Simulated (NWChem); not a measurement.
## Relativistic effects in GaP

```
Ga
P 1 2.2556
```
Charge 0, spin multiplicity 3.

Program: NWChem. The geometry was optimised at UB3LYP/def2-SVP, a minimum by its harmonic frequencies.

Functional B3LYP, all-electron basis x2c-SVPall-2c, contracted for the X2C Hamiltonian and used here with ZORA. The ion keeps the geometry and has multiplicity 4 in the scalar run; the spin-orbit run starts from the same electron counts.

Relative cost: rough, from shared machines, SCF included, scalar ZORA = 1.

B3LYP has NWChem's definition, with VWN1-RPA local correlation. This spin state was chosen for the runs; another may lie lower. The structure started from a generated list of species. No SCF solution was tested for a lower state.

```tsv
Hamiltonian	ΔSCF ionisation energy (eV)	relative cost
scalar ZORA	7.79	1
spin-orbit ZORA	___	under 3
```

Question: Complete the blanks.

Answer: 
- spin-orbit ZORA, ΔSCF ionisation energy (eV): 7.80
